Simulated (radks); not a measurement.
Spherical jellium clusters: N electrons in a uniform positive sphere of charge N and radius rs N^(1/3), rs = 3.52 bohr. Method: non-relativistic Kohn-Sham, PBEsol, spin-polarised, spherical densities; computed with a radial shooting solver with Libxc functionals. Levels are named by radial order and angular momentum (1s, 1p, 1d, 2s, ...), and open shells are averaged over m.

N = 18, configuration 1s2 1p6 1d10. This is the lowest configuration that the search found. Occupied and some empty levels:

| level | occupation | eigenvalue (eV) | <r> (bohr) |
|---|---|---|---|
| 1s | 2 | -5.8489 | 5.494 |
| 1p | 6 | -4.6856 | 6.801 |
| 1d | 10 | -3.3404 | 7.712 |
| 2s | 0 | -2.9844 | 6.609 |
| 1f | 0 | -1.8399 | 8.566 |
| 2p | 0 | -1.3455 | 8.511 |

Energy (eV): total -32.4670, kinetic 38.916, external -1126.5, Hartree 554.48, exchange-correlation -72.743, background 573.43.
